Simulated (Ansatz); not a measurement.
Input file for C2H7ClO2Sn (`C[O][SnH]([Cl])[O]C`):

```yaml
crystal:
  periodic: [false, false, false]
  atoms:
    - {symbol: C, position_ang: [0.561715, -1.441959, -1.799061]}
    - {symbol: O, position_ang: [0.722806, -0.995650, -0.471282]}
    - {symbol: Sn, position_ang: [0.866767, 0.888066, -0.006258]}
    - {symbol: Cl, position_ang: [-0.522911, 2.013416, -1.494581]}
    - {symbol: O, position_ang: [0.126565, 1.019857, 1.777701]}
    - {symbol: C, position_ang: [-1.171413, 0.530474, 2.048819]}
    - {symbol: H, position_ang: [1.485829, -1.339484, -2.381592]}
    - {symbol: H, position_ang: [-0.238412, -0.910625, -2.326387]}
    - {symbol: H, position_ang: [0.300490, -2.502739, -1.763114]}
    - {symbol: H, position_ang: [2.433495, 1.526484, -0.009200]}
    - {symbol: H, position_ang: [-1.940110, 1.081266, 1.494189]}
    - {symbol: H, position_ang: [-1.266694, -0.535334, 1.813920]}
    - {symbol: H, position_ang: [-1.358108, 0.666227, 3.116835]}
basis:
  gaussian: {orbitals: def2-TZVPP}
correlation: {method: ccsd_t}
```

```sh
$ ansatz run in.yaml --threads 2 --pin off --events-out ev --progress --plain --max-ram 32768MiB --backend cuda --devices 0, --max-vram 18GiB
```

Log, shortened:

```
Functional definition: HF
2036 factors; integrals over basis functions are off by at most 1.1e-3 eV
mean field evaluation 1: about -24554.0628 eV, gradient 4.9e1 eV
mean field evaluation 2: about -24554.4037 eV, gradient 5.0e1 eV
mean field evaluation 4: about -24559.4802 eV, gradient 4.7e0 eV
mean field evaluation 8: about -24559.5609 eV, gradient 3.0e-1 eV
mean field -24559.56130241 eV, -902.5472307948 hartree, gradient 3.2e-6 eV, S^2 0.000000; 0 other end points of the search recorded, 0 dependent functions left out
13 core orbitals not correlated: weight in the atoms' cores, before any rotation towards them, 1.000 or more for the frozen orbitals, at most 0.000 for the correlated occupied ones
reference -24559.56130241 eV, -902.5472307948 hartree; 24, 24 occupied and 277, 277 virtual orbitals, 2036 factors
second order -36.38537537 eV of doubles, -0.00000000 eV of singles
cycle   1  -36.33333758 eV  change    5.2e-2 eV  update   1.4e-1
cycle   2  -37.20601141 eV  change   -8.7e-1 eV  update   4.3e-2
cycle   3  -37.42460704 eV  change   -2.2e-1 eV  update   2.4e-2
cycle   4  -37.40900929 eV  change    1.6e-2 eV  update   6.2e-3
cycle   5  -37.40327064 eV  change    5.7e-3 eV  update   3.2e-3
cycle   6  -37.40513683 eV  change   -1.9e-3 eV  update   1.1e-3
cycle   7  -37.40497918 eV  change    1.6e-4 eV  update   5.0e-4
cycle   8  -37.40478899 eV  change    1.9e-4 eV  update   1.4e-4
cycle   9  -37.40486085 eV  change   -7.2e-5 eV  update   5.5e-5
cycle  10  -37.40487653 eV  change   -1.6e-5 eV  update   1.8e-5
perturbative correction -1.39713674 eV, -0.0513438283 hartree
Total energy: -24598.36331568 eV, -903.9731784817 hartree
```

It took 14 s on 2 threads of an AMD EPYC 7R13 on a shared host and a share of an NVIDIA H100 80 GB, with 1.3 GiB of host memory at the peak.

MP2 recovers 93.8 % of the CCSD(T) correlation energy and the triples give 3.6 %; T1 = 0.0134.
